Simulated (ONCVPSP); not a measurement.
How hard is this silver (Ag) ONCV potential?

* Element: silver (Ag)
* Generator: ONCVPSP 4.0.1
* Type: optimised norm-conserving Vanderbilt (ONCV)
* Functional: LDA (Perdew-Zunger)
* Relativity: fully relativistic
* Frozen core: [Kr]
* Valence charge: 11
* Reference configuration: 4d10 5s0.5 (charge +0.5)
* Partial waves: 5s: rc 1.95 bohr, ncon 4, nbas 8, qcut 3.9 1/bohr, 3 projectors, debl 1.5 Ha; p scattering state at 0.41 Ha: rc 2.00 bohr, ncon 3, nbas 6, qcut 4.4 1/bohr, 2 projectors, debl 3.7 Ha; 4d: rc 1.70 bohr, ncon 3, nbas 7, qcut 10.3 1/bohr, 2 projectors, debl 4 Ha
* Local potential: polynomial inside 1.55 bohr (lpopt 3, dvloc0 0 Ha)
* Core correction: polynomial model core, fcfact 0.5

Open shells are filled in proportion to 2j + 1.

Problem. For each optimised wave give the share of its norm inside rc, the residual kinetic energy above qcut (Ha) and the cutoffs (Ha) for errors of 10, 1, 0.1 and 0.01 mHa per electron.

Solution.

| wave | norm inside rc | residual KE | 10 mHa | 1 mHa | 0.1 mHa | 0.01 mHa |
| --- | --- | --- | --- | --- | --- | --- |
| 5s | 0.167 | 4.9e-04 | 2.5 | 4.3 | 39.1 | 48.9 |
| s projector 2 | 0.200 | 7.6e-05 | 5.1 | 6.4 | 7.6 | 57.2 |
| s projector 3 | 0.116 | 1.3e-03 | 6.6 | 7.8 | 18.0 | 73.3 |
| p projector 1 j=3/2 | 0.091 | 2.7e-04 | 2.1 | 4.4 | 25.2 | 53.1 |
| p projector 2 j=3/2 | 0.130 | 4.8e-02 | 33.9 | 55.1 | not reached | not reached |
| p projector 1 j=1/2 | 0.117 | 4.0e-04 | 1.0 | 7.1 | 26.9 | 58.2 |
| p projector 2 j=1/2 | 0.133 | 6.2e-02 | 36.0 | 58.8 | not reached | not reached |
| 4d j=5/2 | 0.733 | 3.1e-09 | 24.3 | 31.0 | 36.8 | 41.7 |
| d projector 2 j=5/2 | 0.094 | 2.9e-08 | 24.6 | 32.0 | 38.3 | 43.6 |
| 4d j=3/2 | 0.746 | 3.7e-09 | 24.7 | 31.4 | 37.1 | 42.0 |
| d projector 2 j=3/2 | 0.096 | 3.3e-08 | 24.9 | 32.3 | 38.6 | 43.8 |

The occupied waves need 31 Ha and 39 Ha for 1 and 0.1 mHa. Note: ghosts flagged at negative energy: s at -101.9 eV; GHOST(+) flagged for p1/2 at 123.8 eV. A true bound ghost makes a file unfit for plane-wave use.
